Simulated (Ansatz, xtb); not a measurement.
**Two structures of CH2OSn**

Structure X: a singlet given by its coordinates. Structure Y: `[CH2]1[O][Sn]1`, a singlet. Both are isolated molecules in the gas phase, relaxed with B3LYP-D3(BJ)/def2-SVP.

X (Å):

```yaml
atoms:
  - { symbol: C, position_ang: [0.4214, 0.6182, 0.3770] }
  - { symbol: O, position_ang: [-0.1548, 1.3307, -0.2867] }
  - { symbol: Sn, position_ang: [1.7258, -0.7161, 1.8649] }
  - { symbol: H, position_ang: [0.1313, -1.4997, 2.0658] }
  - { symbol: H, position_ang: [2.0162, -1.5900, 0.3325] }
```

Close contacts (Å): C1–O2 1.13, C1–Sn3 2.39, Sn3–H4 1.79, Sn3–H5 1.79.

Y (Å):

```xyz
5

C     0.2253    0.2160    0.2668
O    -0.9080    0.0284   -0.5302
Sn   -1.4612    1.5833    0.7189
H     0.4617   -0.6026    0.9672
H     1.1172    0.6085   -0.2502
```

Quicker runs give these differences E(Y) − E(X): GFN2-xTB −13.91 kcal/mol; HF/STO-3G −18.47 kcal/mol (at GFN2-xTB geometries); r2SCAN-D4/def2-SVP −4.87 kcal/mol (at GFN2-xTB geometries).

Task: Estimate E(Y) − E(X) at the level CCSD(T)/def2-TZVPP.

Result: Calculated at CCSD(T)/def2-TZVPP: E(Y) − E(X) = −1.93 kcal/mol, so structure Y lies lower.

How the difference moves with the method:

| level | geometry | E(Y) − E(X) (kcal/mol) | departure from the last row (kcal/mol) | job, with rough time for the two |
| --- | --- | --- | --- | --- |
| GFN2-xTB | GFN2-xTB | −13.91 | −11.98 | optimisation, 0.15 s |
| HF/STO-3G | GFN2-xTB | −18.47 | −16.53 | single point, 0.88 s |
| r2SCAN-D4/def2-SVP | GFN2-xTB | −4.87 | −2.94 | single point, 3.2 s |
| B3LYP-D3(BJ)/def2-SVP | B3LYP-D3(BJ)/def2-SVP | −0.60 | +1.33 | optimisation, 29 s |
| HF/def2-TZVPP | B3LYP-D3(BJ)/def2-SVP | +15.10 | +17.03 | part of the CCSD(T) run |
| MP2/def2-TZVPP | B3LYP-D3(BJ)/def2-SVP | −6.64 | −4.71 | part of the CCSD(T) run |
| CCSD(T)/def2-TZVPP | B3LYP-D3(BJ)/def2-SVP | −1.93 |  | single point, 64 s |

HF/def2-TZVPP puts the two in the other order. The largest departure from CCSD(T)/def2-TZVPP is that of HF/def2-TZVPP, 17.03 kcal/mol.

With harmonic frequencies from B3LYP-D3(BJ)/def2-SVP (ideal gas, rigid rotor, one conformer each, 298.15 K, 1 atm): the zero-point term adds +6.41 kcal/mol; ΔH is +3.50 and ΔG +5.52 kcal/mol. The zero-point term alone reverses the order. The free energy reverses the electronic order.

The T1 diagnostic of structure Y is large, so the coupled-cluster value is less sure. The correlated steps freeze 6 core orbitals; the filled d shell of Sn is correlated, in a basis made for valence electrons. Atoms past krypton carry core potentials in the def2 sets, other sets are all-electron and non-relativistic, and no spin–orbit term is included. Codes used: Ansatz 0.2.0, xtb 6.7.1; the last row on 1 thread of Arm Neoverse V1 on a shared host.
